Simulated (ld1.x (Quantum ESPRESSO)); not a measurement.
# What the settings do to the TM potential of Rb (Z = 37)

Base potential:

```
Element                 : rubidium (Rb)
Generator               : ld1.x (Quantum ESPRESSO) 7.5
Type                    : norm-conserving Troullier–Martins (Kleinman–Bylander form)
Functional              : Wu–Cohen
Relativity              : scalar-relativistic
Frozen core             : [Ar] 3d10 4s2
Valence charge          : 7
Reference configuration : 4p6 5s1 5p0
Partial waves           : 4p (bound): rc 2.65 bohr; 4d channel at 0.4 Ry: rc 2.95 bohr; 5s (bound): rc 3.20 bohr
Local potential         : the s channel
Core correction         : a·sin(br)/r model core inside 1.50 bohr
```

All-electron outer shells of the reference configuration (Wu–Cohen, scalar-relativistic, ld1.x):

```json
{"shell": "3d", "level (eV)": "-104.04", "outermost node (bohr)": "–", "outermost maximum (bohr)": "0.39"}
{"shell": "4s", "level (eV)": "-31.96", "outermost node (bohr)": "0.62", "outermost maximum (bohr)": "1.25"}
{"shell": "4p", "level (eV)": "-16.01", "outermost node (bohr)": "0.64", "outermost maximum (bohr)": "1.42"}
{"shell": "5s", "level (eV)": "-2.18", "outermost node (bohr)": "1.79", "outermost maximum (bohr)": "4.49"}
{"shell": "5p", "level (eV)": "-0.73", "outermost node (bohr)": "2.20", "outermost maximum (bohr)": "6.06"}
```

Cutoffs, loose and tight: the cutoffs (Ry, on a coarse ladder) from which the occupation-weighted sum of valence levels, in a spherical-Bessel basis at the reference potential, stays within 10 and 1 mRy of its value at 400 Ry. They do not see the model core or the augmentation charge, which bear on the density cutoff. Test errors are all-electron minus pseudo excitation energies from the reference, over the configurations 4p6 5s0 5p0; 4p6 5s0.5 5p0; 4p6 5s0 5p1; 4p5 5s1 5p0. A dash means not determined; rows that change the core or the reference have their own tests.

| change | outcome | cutoff, loose | cutoff, tight | bound ghosts | largest test error (meV) |
| --- | --- | --- | --- | --- | --- |
| base | generated | 15 Ry | 18 Ry | none | -187 |
| non-relativistic | generated | 15 Ry | 18 Ry | none | -168 |
| wave 4d channel at 0.4 Ry: rc 2.95 bohr becomes 4d channel at 0.4 Ry: rc 3.48 bohr | generated | 15 Ry | 18 Ry | none | -187 |
| wave 4d channel at 0.4 Ry: rc 2.95 bohr becomes 4d channel at 0.35 Ry: rc 2.95 bohr | generated | 15 Ry | 18 Ry | none | -187 |
| core correction a·sin(br)/r model core inside 2.58 bohr | generated | 15 Ry | 18 Ry | none | -162 |
| functional PBEsol | generated | 15 Ry | 18 Ry | none | -184 |

Q: What comes out with this change to the base: wave 4p (bound): rc 2.65 bohr becomes 4p (bound): rc 1.98 bohr?

A: outcome: generated; cutoff, loose: 25 Ry; cutoff, tight: 35 Ry; bound ghosts: none; largest test error (meV): -173.
